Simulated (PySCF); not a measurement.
**Excitation energy of N²⁺ by level of theory**

N²⁺ [He] 2s2 2p1 (2P) → N²⁺ [He] 2s1 2p1 3d1 (high-spin determinant), as a difference of total energies. Calculation: PySCF 2.14, in aug-cc-pCVTZ-DK with one added diffuse shell each of s, p, d, f type (8s7p5d3f, 75 functions); scalar relativity by spin-free X2C-1e. Correlated levels: valence and next inner shell: nothing frozen. The calculations carry no spin-orbit coupling.

```json
{"method": "UHF", "excitation energy (cm⁻¹)": "315740"}
{"method": "MP2 (valence and next inner shell)", "excitation energy (cm⁻¹)": "326880"}
{"method": "SCS-MP2 (valence and next inner shell)", "excitation energy (cm⁻¹)": "330020"}
{"method": "CCSD (valence and next inner shell)", "excitation energy (cm⁻¹)": "330900"}
{"method": "CCSD(T) (valence and next inner shell)", "excitation energy (cm⁻¹)": "330870"}
```

The promoted electron is Rydberg-like, and one or two diffuse shells describe it only roughly, which tends to raise the upper state.

The coupled-cluster amplitudes are large for the upper state (T1 above 0.03 or a double amplitude above 0.15), so a single reference is strained.

The determinant of the upper state mixes LS terms, which raises its energy above the lowest term, most at the Hartree-Fock and MP2 levels.
